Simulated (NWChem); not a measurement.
C₂H₈OSi₃; SMILES [SiH3]C1=C[SiH2]O[SiH2]1

```xyz
14

Si    -0.2355    -2.6202     0.0000
C     -0.1493    -0.7453     0.0000
C     -1.2608     0.0331     0.0000
Si    -0.9181     1.8889     0.0000
O      0.7570     1.8428     0.0000
Si     1.4233     0.3039     0.0000
H      0.4554    -3.1725    -1.2065
H     -1.6635    -3.0612     0.0000
H      0.4554    -3.1725     1.2065
H     -2.2659    -0.4141     0.0000
H     -1.4403     2.5837     1.2128
H     -1.4403     2.5837    -1.2128
H      2.2643     0.0836    -1.2127
H      2.2643     0.0836     1.2127
```
Atoms are numbered in this order, from 1.

Results from NWChem. Structure relaxed at the PBE0/def2-SVP level. Total energies compare along this basis series because the functional is fixed.

```
level                     basis functions  energy (Ha)  highest occupied level (eV)  orbital gap (eV)  dipole (D)
------------------------  ---------------  -----------  ---------------------------  ----------------  ----------
Hartree-Fock/cc-pVDZ                  136   -1022.1181                       -10.48             13.09        1.36
Hartree-Fock/aug-cc-pVDZ              222   -1022.1342                       -10.47             11.37        1.23
Hartree-Fock/cc-pVTZ                  304   -1022.2296                       -10.51             12.98        1.20
```
